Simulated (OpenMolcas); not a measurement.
**Multiconfigurational calculation on Ne⁺**

Input:

```
&GATEWAY
Coord
1

Ne 0.0 0.0 0.0
Basis=ANO-RCC-MB
Group=XYZ
NoMove
AngMom=0.0 0.0 0.0
AMFI
&SEWARD
&RASSCF
FileOrb=start.orb
Symmetry=2
Spin=2
nActEl=5 0 0
Inactive=2 0
Ras2=0 3
CIRoot=3 3 1
SDav=3
CIMx=300
Iter=120 100
PrWF=0.3
OrbListing=Nothing
MaxOrb=0
Atom
>>> COPY $Project.JobIph JOB001
&RASSI
NrOfJobIphs=1 3
1 2 3
IphNames
JOB001
EJob
SpinOrbit
DIPRint=1.0
SOCoupling=1000.0
Subsets=2
MEES
Property=10
'ANGMOM' 1 'ANGMOM' 2 'ANGMOM' 3 'MLTPL  1' 1 'MLTPL  1' 2 'MLTPL  1' 3
'AMFI' 1 'AMFI' 2 'AMFI' 3 'MLTPL  2' 6
SOProperty=3
'ANGMOM' 1 'ANGMOM' 2 'ANGMOM' 3
```

Launched by
```bash
OMP_NUM_THREADS=1 MOLCAS_MEM=1689 MOLCAS_PROJECT=a pymolcas a.inp > a.log  # once for each step of the input, in one work folder
```

A driver script runs the steps one by one and writes start.orb anew before each from the orbitals found so far.

Output, cut to the results:

```
--- SEWARD ---
Basis set label: NE.ANO-RCC...2S1P.

      Electronic valence basis set:
      ------------------
      Associated Effective Charge  10.000000 au
      Associated Actual Charge     10.000000 au
      Nuclear Model: Point charge

      Shell  nPrim  nBasis  Cartesian Spherical Contaminant
         s      14       2        X
         p       9       1        X
                  Relativistic Douglas-Kroll-Hess integrals:
                    - DKH order of Hamiltonian: 2
                    - DKH order of Properties : 0
                  Atomic mean-field integrals
--- RASSCF ---
Wave function specifications:
      -----------------------------

      Number of closed shell electrons           4
      Number of electrons in active shells       5
      Max number of holes in RAS1 space          0
      Max nr of electrons in RAS3 space          0
      Number of inactive orbitals                2
      Number of active orbitals                  3
      Number of secondary orbitals               0
      Spin quantum number                      0.5
      State symmetry                             2
Orbital specifications:
      -----------------------

      Symmetry species                           1   2
                                                ag  au
      Frozen orbitals                            0   0
      Inactive orbitals                          2   0
      Active orbitals                            0   3
      RAS1 orbitals                              0   0
      RAS2 orbitals                              0   3
      RAS3 orbitals                              0   0
      Secondary orbitals                         0   0
      Deleted orbitals                           0   0
      Number of basis functions                  2   3
      Number of CSFs                             3
      Number of root(s) required                 3
      Iter CI   SX   CI       RASSCF       Energy    max ROT     max BLB   max BLB  Level Ln srch  Step   QN
          iter iter root      energy       change     param      element    value   shift minimum  type update
 Nr of preliminary CI iterations:   1
        1   1    1    0  -127.89633582    0.00E+00   0.00E+00    3   3 2  0.00E+00   0.00   0.00    SX    NO
        2   1    1    0  -127.89633582    0.00E+00   0.00E+00    3   3 2  0.00E+00   0.00   0.00    SX    NO
        3   1    1    0  -127.89633582    0.00E+00   0.00E+00    3   3 2  0.00E+00   0.00   0.00    SX    NO
        4   1    1    0  -127.89633582    0.00E+00   0.00E+00    3   3 2  0.00E+00   0.00   0.00    SX    NO
      Convergence after  4 iterations
        5   1    1    0  -127.89633582    0.00E+00   0.00E+00    3   3 2  0.00E+00   0.00   0.00    SX    NO
      Natural orbitals and occupation numbers for root  1
      sym 2:   2.000000   2.000000   1.000000
      Natural orbitals and occupation numbers for root  2
      sym 2:   2.000000   1.000000   2.000000
      Natural orbitals and occupation numbers for root  3
      sym 2:   1.000000   2.000000   2.000000
::    RASSCF root number  1 Total energy:   -127.89633582
::    RASSCF root number  2 Total energy:   -127.89633582
::    RASSCF root number  3 Total energy:   -127.89633582

--- RASSI ---
SPIN-FREE ENERGIES:
  (Shifted by EMIN (a.u.) =       -127.8963358245)

 SF State       Relative EMIN(au)   Rel lowest level(eV)    D:o, cm**(-1)      L_eff

     1             0.0000000000        0.0000000000              0.0000         1.0
     2             0.0000000000        0.0000000000              0.0000         1.0
     3             0.0000000000        0.0000000000              0.0000         1.0
     Dipole printing threshold changed to   1.00000000E+00
Eigenvalues of complex Hamiltonian:
   -----------------------------------
  (Shifted by EMIN (a.u.) =       -127.8963358245)

 SO State       Relative EMIN(au)   Rel lowest level(eV)    D:o, cm**(-1)     J-value

     1            -0.0010707504        0.0000000000              0.0000         1.0
     2            -0.0010707504        0.0000000000              0.0000         1.3
     3            -0.0010707504        0.0000000000              0.0000         1.0
     4            -0.0010707504        0.0000000000              0.0000         1.3
     5             0.0021415008        0.0874098099            705.0077         0.4
     6             0.0021415008        0.0874098099            705.0077         0.4
Weights of the five most important spin-orbit-free states for each spin-orbit state.

 SO State  Total energy (au)           Spin-free states, spin, and weights
 -------------------------------------------------------------------------------------------------------
    1        -0.001071       3 0.5  0.6667    2 0.5  0.1667    1 0.5  0.1667
    2        -0.001071       2 0.5  0.5000    1 0.5  0.5000    3 0.5  0.0000
    3        -0.001071       3 0.5  0.6667    2 0.5  0.1667    1 0.5  0.1667
    4        -0.001071       2 0.5  0.5000    1 0.5  0.5000    3 0.5  0.0000
    5         0.002142       3 0.5  0.3333    2 0.5  0.3333    1 0.5  0.3333
    6         0.002142       3 0.5  0.3333    2 0.5  0.3333    1 0.5  0.3333
...
```

The J values that RASSI prints are effective ones from its own formula and need not be integers or half-integers; the table below assigns J from the states.

Levels above the lowest, from the spin-orbit matrix, grouped by J:

```tsv
Configuration	Term	J	E (eV)	Measured (eV)	Term weight %
2s2 2p5	2P*	3/2	0.0000	0.0000	100
2s2 2p5	2P*	1/2	0.0874	0.0967	100
```

Against the measured value (NIST Handbook of Basic Atomic Spectroscopic Data): 2s2 2p5 2P* 1/2: computed 0.0874, measured 0.0967 eV (-9.7 %).

Without dynamic correlation excited terms often stand tens of per cent too high (terms of higher spin than the ground term too low), and those without a measured partner can miss by more than the paired ones. Computed and measured levels are paired by configuration, term and J; levels that our copy of the source lacks, or whose pairing is in doubt (as where it misses far off the trend of its configuration), stay unpaired and out of the deviations. Only configurations of the active space appear.

The term weight is that of the spin-free term in the level, not the purity of its configuration. * marks odd parity.
